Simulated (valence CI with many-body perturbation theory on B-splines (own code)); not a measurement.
In XLV: E2, E3, M1, M2 decay

Computed by configuration interaction combined with many-body perturbation theory (CI+MBPT): three valence electrons over a frozen Dirac-Fock core [He], radial functions for each j: 11 s, 11 p, 10 d, 8 f, 5 g, 2 h, with the one-electron correlation potential Σ1, the two-electron term Σ2, the three-electron term Σ3, Breit, model QED; selected CI, second order for the rest, scaled by the run's own slope (own B-spline code, finite nucleus).

No measured spectrum was set against this ion. As an estimate, large intervals hold to a few tenths of a per cent, small ones and those within an open d or f shell to about a per cent.

Lines 1 to 30 of 30 in falling wavelength, among levels below 444.88 Ry, chosen from the decays that carry over 1 % of a level's rate. Wavelengths and rates use the calculated energies. Electric multipoles are in the length gauge, E1 and E2 with the static RPA response of the core. Weak lines are less certain than strong ones. Lines between different terms over intervals too small for the method are left out, as are lines whose strength nearly cancels. The highest levels of a list are the least certain.

Levels are named by their leading jj configuration (3d3/2^4 stands for four electrons in 3d with j = 3/2), which in mixed levels can hold well under half, so a name can repeat and another be missing. Letters in brackets count levels of one name in rising energy.

```csv
λ vac (Å),Upper,Lower,Type,A (s⁻¹),Branch %
64.56,(2s 2p1/2 2p3/2) J=3/2 [a],(2s 2p1/2^2) J=1/2,M1,5.22e+07,3.5
52.96,(2s^2 2p3/2) J=3/2,(2s^2 2p1/2) J=1/2,M1,5.95e+07,45.8
3.130,(2s 2p3/2 3p3/2) J=7/2,(2s 2p3/2^2) J=3/2,E2,4.67e+09,1.6
3.110,(2s^2 3p1/2) J=1/2,(2s^2 2p3/2) J=3/2,E2,2.39e+11,12.3
3.078,(2s 2p3/2 3p3/2) J=7/2,(2s 2p3/2^2) J=5/2,E2,7.01e+10,24.6
3.069,(2s 2p3/2 3p3/2) J=1/2 [b],(2s 2p3/2^2) J=3/2,E2,1.22e+11,3.1
3.066,(2s 2p1/2 3p3/2) J=5/2,(2s 2p1/2 2p3/2) J=5/2,E2,6.66e+10,1.4
3.037,(2s 2p3/2 3d5/2) J=9/2,(2s 2p3/2^2) J=5/2,M2,2.90e+09,41.3
3.037,(2s 2p3/2 3d5/2) J=9/2,(2s 2p3/2^2) J=5/2,E3,1.37e+08,1.9
3.019,(2s 2p3/2 3p3/2) J=1/2 [b],(2s 2p3/2^2) J=5/2,E2,5.43e+10,1.4
2.916,(2s 2p3/2 3p3/2) J=7/2,(2s 2p1/2 2p3/2) J=5/2,E2,7.18e+10,25.2
2.907,(2s 2p1/2 3p3/2) J=5/2,(2s 2p1/2^2) J=1/2,E2,1.30e+11,2.7
2.896,(2s 2p3/2 3p3/2) J=7/2,(2s 2p1/2 2p3/2) J=3/2 [a],E2,9.68e+10,34.0
2.893,(2s 2p3/2 3p3/2) J=1/2 [b],(2s 2p1/2 2p3/2) J=3/2 [b],E2,1.33e+11,3.4
2.879,(2s 2p3/2 3d5/2) J=9/2,(2s 2p1/2 2p3/2) J=5/2,M2,5.21e+08,7.4
2.879,(2s 2p3/2 3d5/2) J=9/2,(2s 2p1/2 2p3/2) J=5/2,E3,1.48e+08,2.1
2.861,(2s 2p3/2 3d5/2) J=9/2,(2s 2p1/2 2p3/2) J=3/2 [a],E3,2.46e+08,3.5
2.809,(2p1/2 2p3/2 3d3/2) J=7/2,(2s 2p1/2 2p3/2) J=3/2 [b],E2,1.54e+11,10.6
2.807,(2p3/2^2 3d5/2) J=7/2,(2s 2p3/2^2) J=3/2,E2,3.93e+11,2.1
2.783,(2p1/2^2 3d3/2) J=3/2,(2s 2p1/2^2) J=1/2,E2,6.12e+11,1.2
2.781,(2p1/2 2p3/2 3d3/2) J=7/2,(2s 2p1/2 2p3/2) J=5/2,E2,2.95e+11,20.4
2.777,(2p1/2 2p3/2 3d5/2) J=7/2 [a],(2s 2p1/2 2p3/2) J=5/2,E2,1.02e+11,1.2
2.770,(2p1/2 2p3/2 3d3/2) J=5/2 [a],(2s 2p1/2 2p3/2) J=3/2 [a],E2,3.14e+11,1.1
2.769,(2p1/2 2p3/2 3d3/2) J=1/2 [a],(2s 2p1/2 2p3/2) J=3/2 [a],E2,5.71e+11,1.4
2.769,(2p1/2 2p3/2 3d5/2) J=9/2,(2s 2p1/2 2p3/2) J=5/2,E2,6.49e+11,79.3
2.765,(2p3/2^2 3d5/2) J=7/2,(2s 2p3/2^2) J=5/2,E2,2.22e+11,1.2
2.764,(2p3/2^2 3d5/2) J=9/2,(2s 2p3/2^2) J=5/2,E2,6.54e+11,64.1
2.763,(2p1/2 2p3/2 3d3/2) J=7/2,(2s 2p1/2 2p3/2) J=3/2 [a],E2,1.87e+11,13.0
2.760,(2p1/2 2p3/2 3d5/2) J=7/2 [a],(2s 2p1/2 2p3/2) J=3/2 [a],E2,4.54e+11,5.3
2.269,(2s 2p3/2 4f7/2) J=9/2,(2s 2p3/2^2) J=5/2,E2,7.05e+11,1.2
```
